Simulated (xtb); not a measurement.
H₃HfO₃, charge +1, singlet, from a rough starting geometry (GFN-xTB shapes and energies of metal compounds can be far from the true ones) (the multiplicity is a formal guess); GFN2-xTB run with xtb 6.7.1.

Input for xtb:
```
$ xtb mol.xyz --gfn 2 --chrg 1 --opt vtight --json

# file mol.xyz
7

Hf     0.04646817    -0.06647077     0.05722255
O      1.59073245    -0.15412037    -0.99005634
H      2.47103173    -0.42657088    -1.14131174
O     -0.37577886    -0.90760190     1.68321812
H     -1.22417466    -0.90324709     2.24402188
O     -1.32659102     1.00256630    -0.57763643
H     -1.27826250     1.55231915    -1.44624843
```

It wrote (shortened):

```
   ID    Z sym.   atoms
    1   72 Hf     1
    2    8 O      2, 4, 6
    3    1 H      3, 5, 7

           -------------------------------------------------
          |                Calculation Setup                |
           -------------------------------------------------

           -------------------------------------------------
          |                 G F N 2 - x T B                 |
           -------------------------------------------------

          ...................................................
          :                      SETUP                      :
          :.................................................:
          :  # basis functions                  25          :
          :  # atomic orbitals                  24          :
          :  # shells                           12          :
          :  # electrons                        24          :
          :  max. iterations                   250          :
          :  Hamiltonian                  GFN2-xTB          :
          :  restarted?                      false          :
          :  GBSA solvation                  false          :
          :  PC potential                    false          :
          :  electronic temp.          300.0000000     K    :
          :  accuracy                    1.0000000          :
          :  -> integral cutoff          0.2500000E+02      :
          :  -> integral neglect         0.1000000E-07      :
          :  -> SCF convergence          0.1000000E-05 Eh   :
          :  -> wf. convergence          0.1000000E-03 e    :
          :  Broyden damping             0.4000000          :
          :  net charge                          1          :
          :  unpaired electrons                  0          :
          ...................................................

 iter      E             dE          RMSdq      gap      omega  full diag
   1      3.0268924  0.302689E+01  0.400E+01    1.20       0.0  T
   2    -11.4924489 -0.145193E+02  0.245E+01   16.26       1.0  T
   3    -12.6963356 -0.120389E+01  0.175E+01   13.60       1.0  T
   4    -13.8961178 -0.119978E+01  0.162E+01    7.52       1.0  T
   5    -14.1780540 -0.281936E+00  0.182E+01    6.20       1.0  T
   6    -12.1278864  0.205017E+01  0.182E+01    0.78       1.0  T
   7    -12.5018466 -0.373960E+00  0.146E+01    0.83       1.0  T
   8    -14.1876843 -0.168584E+01  0.636E+00    1.48       1.0  T
   9    -12.5786570  0.160903E+01  0.141E+01    0.79       1.0  T
  10     -3.3240671  0.925459E+01  0.437E+01    0.92       1.0  T
  11    -14.8748855 -0.115508E+02  0.745E+00    3.11       1.0  T
  12    -14.8744542  0.431283E-03  0.648E+00    3.14       1.0  T
  13    -14.8725900  0.186419E-02  0.544E+00    3.63       1.0  T
  14    -14.8139229  0.586671E-01  0.604E+00    4.31       1.0  T
  15    -14.8278415 -0.139186E-01  0.504E+00    4.25       1.0  T
  16    -14.8415939 -0.137523E-01  0.432E+00    4.16       1.0  T
  17    -14.8468094 -0.521551E-02  0.385E+00    4.15       1.0  T
  18    -14.8491814 -0.237204E-02  0.370E+00    4.14       1.0  T
  19    -14.8495281 -0.346648E-03  0.368E+00    4.14       1.0  T
  20    -14.8514710 -0.194295E-02  0.354E+00    4.14       1.0  T
  21    -14.8583607 -0.688967E-02  0.294E+00    4.13       1.0  T
  22    -14.8672399 -0.887920E-02  0.213E+00    4.10       1.0  T
  23    -14.8751855 -0.794561E-02  0.133E+00    4.02       1.0  T
  24    -14.8797295 -0.454402E-02  0.606E-01    3.95       1.0  T
  25    -14.8808161 -0.108654E-02  0.234E-01    3.92       1.0  T
  26    -14.8810495 -0.233485E-03  0.968E-02    3.91       1.0  T
  27    -14.8811336 -0.840802E-04  0.676E-02    3.91       1.0  T
  28    -14.8811637 -0.301201E-04  0.362E-02    3.90       1.0  T
  29    -14.8811818 -0.180752E-04  0.105E-02    3.89       3.6  T
  30    -14.8811828 -0.945716E-06  0.151E-02    3.89       2.5  T
  31    -14.8811830 -0.249395E-06  0.259E-03    3.89      14.6  T
  32    -14.8811830  0.142252E-08  0.902E-04    3.89      41.9  T
  33    -14.8811830  0.961785E-09  0.110E-03    3.89      34.5  T
  34    -14.8811830 -0.338368E-08  0.343E-04    3.89     110.3  T

   *** convergence criteria satisfied after 34 iterations ***

         :::::::::::::::::::::::::::::::::::::::::::::::::::::
         ::                     SUMMARY                     ::
         :::::::::::::::::::::::::::::::::::::::::::::::::::::
         :: total energy             -14.816943095054 Eh    ::
         :: gradient norm              0.083819936749 Eh/a0 ::
         :: HOMO-LUMO gap              3.890252968268 eV    ::
         ::.................................................::
         :: SCC energy               -14.881180701034 Eh    ::
         :: -> isotropic ES            0.118326113213 Eh    ::
         :: -> anisotropic ES         -0.001168372218 Eh    ::
         :: -> anisotropic XC         -0.002965229993 Eh    ::
         :: -> dispersion             -0.002729560085 Eh    ::
         :: repulsion energy           0.064237605980 Eh    ::
         :: add. restraining           0.000000000000 Eh    ::
         :: total charge               1.000000000000 e     ::
         :::::::::::::::::::::::::::::::::::::::::::::::::::::

      -----------------------------------------------------------
     |                   =====================                   |
     |                        A N C O P T                        |
     |                   =====================                   |
     |               Approximate Normal Coordinate               |
     |                Rational Function Optimizer                |
      -----------------------------------------------------------
      -----------------------------------------------------------
     |                   =====================                   |
     |                        A N C O P T                        |
     |                   =====================                   |
[...]
 * total energy  :   -14.8224535 Eh     change       -0.2718898E-05 Eh
 * total energy  :   -14.8224540 Eh     change       -0.5107390E-06 Eh
 * total energy  :   -14.8224547 Eh     change       -0.7020097E-06 Eh
 * total energy  :   -14.8224549 Eh     change       -0.2263113E-06 Eh
 * total energy  :   -14.8224554 Eh     change       -0.4623920E-06 Eh
 * total energy  :   -14.8224556 Eh     change       -0.2173063E-06 Eh
 * total energy  :   -14.8224558 Eh     change       -0.1786351E-06 Eh
 * total energy  :   -14.8224559 Eh     change       -0.1408726E-06 Eh
 * total energy  :   -14.8224561 Eh     change       -0.1534083E-06 Eh
 * total energy  :   -14.8224562 Eh     change       -0.1412631E-06 Eh
 * total energy  :   -14.8224564 Eh     change       -0.1579892E-06 Eh
 * total energy  :   -14.8224565 Eh     change       -0.1078310E-06 Eh
 * total energy  :   -14.8224565 Eh     change       -0.4505885E-07 Eh
   *** GEOMETRY OPTIMIZATION CONVERGED AFTER 28 ITERATIONS ***
[...]
   1    -14.8955424 -0.148955E+02  0.333E-05    4.00       0.0  T
   2    -14.8955424 -0.209610E-12  0.221E-05    4.00    1711.0  T
   3    -14.8955424  0.133049E-11  0.118E-05    4.00    3195.7  T

   *** convergence criteria satisfied after 3 iterations ***

         :::::::::::::::::::::::::::::::::::::::::::::::::::::
         ::                     SUMMARY                     ::
         :::::::::::::::::::::::::::::::::::::::::::::::::::::
         :: total energy             -14.822456526263 Eh    ::
         :: gradient norm              0.000043110319 Eh/a0 ::
         :: HOMO-LUMO gap              3.999651311448 eV    ::
         ::.................................................::
         :: SCC energy               -14.895540002164 Eh    ::
         :: -> isotropic ES            0.119419304550 Eh    ::
         :: -> anisotropic ES         -0.001239430416 Eh    ::
         :: -> anisotropic XC         -0.002742432701 Eh    ::
         :: -> dispersion             -0.002738816363 Eh    ::
         :: repulsion energy           0.073083475900 Eh    ::
         :: add. restraining           0.000000000000 Eh    ::
         :: total charge               1.000000000000 e     ::
         :::::::::::::::::::::::::::::::::::::::::::::::::::::

           -------------------------------------------------
          |                Property Printout                |
           -------------------------------------------------

    * Orbital Energies and Occupations

         #    Occupation            Energy/Eh            Energy/eV
      -------------------------------------------------------------
         1        2.0000           -0.9662459             -26.2929
         2        2.0000           -0.9164570             -24.9381
         3        2.0000           -0.9163747             -24.9358
         4        2.0000           -0.8037446             -21.8710
         5        2.0000           -0.7524227             -20.4745
         6        2.0000           -0.7523778             -20.4732
         7        2.0000           -0.7123168             -19.3831
         8        2.0000           -0.6841183             -18.6158
         9        2.0000           -0.6675938             -18.1662
        10        2.0000           -0.6675570             -18.1652
        11        2.0000           -0.6600965             -17.9621
        12        2.0000           -0.6600701             -17.9614 (HOMO)
        13                         -0.5130856             -13.9618 (LUMO)
        14                         -0.4669045             -12.7051
        15                         -0.4668642             -12.7040
        16                         -0.4281444             -11.6504
        17                         -0.4279243             -11.6444
        18                         -0.3545481              -9.6477
        19                         -0.2463138              -6.7025
        20                         -0.1592001              -4.3321
        21                         -0.1590443              -4.3278
        22                          0.0865120               2.3541
        23                          0.2240045               6.0955
        24                          0.2254150               6.1339
      -------------------------------------------------------------
                  HL-Gap            0.1469845 Eh            3.9997 eV
             Fermi-level           -0.5865778 Eh          -15.9616 eV

     #   Z          covCN         q      C6AA      α(0)
     1  72 Hf       2.201     1.191   540.716    63.721
     2   8 O        1.503    -0.467    22.323     6.371
     3   1 H        0.840     0.403     0.475     1.080
     4   8 O        1.503    -0.467    22.327     6.372
     5   1 H        0.839     0.403     0.475     1.080
     6   8 O        1.503    -0.467    22.323     6.371
     7   1 H        0.840     0.403     0.475     1.080

 Mol. C6AA /au·bohr⁶  :       1468.109450
 Mol. C8AA /au·bohr⁸  :     155421.480801
 Mol. α(0) /au        :         86.076308

Wiberg/Mayer (AO) data.
largest (>0.10) Wiberg bond orders for each atom

 ---------------------------------------------------------------------------
     #   Z sym  total        # sym  WBO       # sym  WBO       # sym  WBO
 ---------------------------------------------------------------------------
     1  72 Hf   3.765 --     6 O    1.217     2 O    1.217     4 O    1.217
     2   8 O    2.279 --     1 Hf   1.217     3 H    0.788     6 O    0.131
                             4 O    0.131
     3   1 H    0.837 --     2 O    0.788
     4   8 O    2.279 --     1 Hf   1.217     5 H    0.788     6 O    0.131
                             2 O    0.131
     5   1 H    0.837 --     4 O    0.788
     6   8 O    2.279 --     1 Hf   1.217     7 H    0.788     2 O    0.131
                             4 O    0.131
     7   1 H    0.837 --     6 O    0.788
 ---------------------------------------------------------------------------

Topologies differ in total number of bonds
Writing topology from bond orders to xtbtopo.mol

molecular dipole:
                 x           y           z       tot (Debye)
 q only:       -0.025       0.027      -0.043
   full:       -0.025       0.028      -0.040       0.139
molecular quadrupole (traceless):
                xx          xy          yy          xz          yz          zz
 q only:        1.712      -2.796      -2.501      -1.817      -3.677       0.788
  q+dip:        1.804      -2.947      -2.639      -1.920      -3.881       0.835
   full:        1.134      -1.859      -1.672      -1.218      -2.460       0.538

optimized geometry written to: xtbopt.xyz

           -------------------------------------------------
          | TOTAL ENERGY              -14.822456526263 Eh   |
          | GRADIENT NORM               0.000043110319 Eh/α |
          | HOMO-LUMO GAP               3.999651311448 eV   |
           -------------------------------------------------

normal termination of xtb
```
